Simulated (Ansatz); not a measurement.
CH$_{2}$BNS, SMILES `S=C1BN1`, relaxed with RKS PBE0-D4/def2-TZVP in Ansatz from a PBE-D4/def2-SVP geometry. The force threshold is 0.005 eV/Å; the program also tests the step.

Total charge 0; spin multiplicity 1.

Start:

```xyz
6

S     0.178    0.183    2.376
C    -0.042    0.189    0.767
B    -0.478    0.506   -0.669
N     0.377   -0.551   -0.344
H    -1.014    1.039   -1.604
H     0.979   -1.366   -0.526
```

Problem. By how much does the energy fall, and how many steps does the optimiser take? (Best estimate.)

Solution. Ansatz gave: 0.90 kcal/mol, in 5 steps.

Problem. Which bonds change most? (Estimate.)

Solution. The calculation gave: C2–N4 from 1.399 to 1.373 Å; B3–H5 from 1.202 to 1.181 Å; C2–B3 from 1.535 to 1.516 Å; N4–H6 from 1.029 to 1.012 Å.

Problem. Give the relaxed structure. (An estimate is asked.)

Solution. Computed: 
```xyz
6

S     0.176    0.180    2.343
C    -0.039    0.182    0.750
B    -0.473    0.499   -0.668
N     0.373   -0.545   -0.341
H    -1.004    1.031   -1.578
H     0.967   -1.347   -0.507
```
